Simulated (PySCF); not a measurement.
## Basis-set dependence of population analyses: `C=CC[O+](C)[GaH3-]`

Compound: C4H11GaO.
Atom-mapped SMILES: `[CH2:1]=[CH:2][CH2:3][O+:4]([CH3:5])[GaH3-:6]` (hydrogens: H7, H8 on C1; H9 on C2; H10, H11 on C3; H12, H13, H14 on C5; H15, H16, H17 on Ga6)

Cartesian coordinates in Å at the PBE0-D3(BJ)/def2-SVP level; atoms count from 1:
```xyz
17
C4H11GaO angstrom
C      1.176    1.242   -2.287
C      0.661    0.182   -1.666
C      0.176    0.200   -0.253
O     -1.167   -0.264   -0.123
C     -2.147    0.558   -0.730
Ga    -1.516   -2.362   -0.012
H      1.253    2.215   -1.790
H      1.553    1.178   -3.311
H      0.590   -0.785   -2.180
H      0.242    1.213    0.181
H      0.768   -0.485    0.373
H     -3.124    0.127   -0.481
H     -2.020    0.590   -1.824
H     -2.080    1.580   -0.324
H     -1.277   -2.725   -1.536
H     -3.005   -2.276    0.503
H     -0.347   -2.670    1.006
```

PBE0 throughout (PySCF), one geometry, spherical d and f functions. One conformer (not necessarily the lowest) at the PBE0-D3(BJ)/def2-SVP geometry, without solvent, vibrations or thermal averaging. The calculation is non-relativistic, for gallium too. The first 7 of 12 kinds of atom are listed.

Mulliken charges (e):

```
    basis  functions      C1      C2      C3      O4      C5     Ga6      H7
   STO-3G         54  -0.158  -0.093  -0.040  -0.159  -0.122  -0.040  +0.086
    6-31G         94  -0.347  -0.112  -0.140  -0.592  -0.230  +0.265  +0.165
   6-31G*        124  -0.384  -0.121  -0.131  -0.482  -0.274  -0.151  +0.175
  cc-pVDZ        152  -0.011  -0.160  +0.163  -0.363  +0.074  +0.184  +0.044
 def2-SVP        157  -0.060  -0.172  +0.221  -0.463  +0.125  +0.276  +0.053
 pcSseg-1        181  -0.140  -0.295  +0.103  -0.623  -0.022  +0.343  +0.122
def2-TZVP        269  -0.252  -0.184  -0.070  -0.193  -0.237  +0.165  +0.130
```

IAO charges (e):

```csv
basis,functions,C1,C2,C3,O4,C5,Ga6,H7
STO-3G,54,-0.244,-0.161,-0.115,-0.183,-0.241,+0.372,+0.135
6-31G,94,-0.299,-0.157,-0.088,-0.290,-0.242,+0.232,+0.149
6-31G*,124,-0.288,-0.153,-0.058,-0.300,-0.206,+0.219,+0.143
cc-pVDZ,152,-0.293,-0.153,-0.060,-0.299,-0.205,+0.256,+0.144
def2-SVP,157,-0.284,-0.150,-0.055,-0.296,-0.196,+0.265,+0.140
pcSseg-1,181,-0.293,-0.154,-0.059,-0.305,-0.204,+0.266,+0.144
def2-TZVP,269,-0.304,-0.156,-0.063,-0.307,-0.214,+0.271,+0.148
```

Problem. Which scheme is steadiest as the basis changes?

Solution. Largest range over the bases for any column: IAO 0.15 e, Mulliken 0.49 e. IAO charges move least and Mulliken charges most, counted in e. Without the minimal STO-3G basis the ranges are IAO 0.05, Mulliken 0.49 e.

Problem. How much do the charges still move between the two largest bases, pcSseg-1 and def2-TZVP?

Solution. At most, over all atoms: Mulliken 0.430 e, IAO 0.011 e.

Problem. What do the same runs give for the total energy, the frontier levels and the dipole moment?

Solution. 
```
    basis  energy (Eh)  HOMO (eV)  LUMO (eV)  μ (D)
   STO-3G   -2133.0371       0.16       2.21   5.83
    6-31G   -2158.1158      -7.41      -0.33   4.78
   6-31G*   -2158.2403      -7.44      -0.27   4.51
  cc-pVDZ   -2158.5058      -7.43      -0.43   4.41
 def2-SVP   -2158.1119      -7.44      -0.49   4.53
 pcSseg-1   -2158.2990      -7.56      -0.62   4.58
def2-TZVP   -2158.6141      -7.51      -0.65   4.37
```

The dipole is fixed by the density alone, so its range of 1.46 D shows that the density itself changes with the basis, not only its division among atoms.
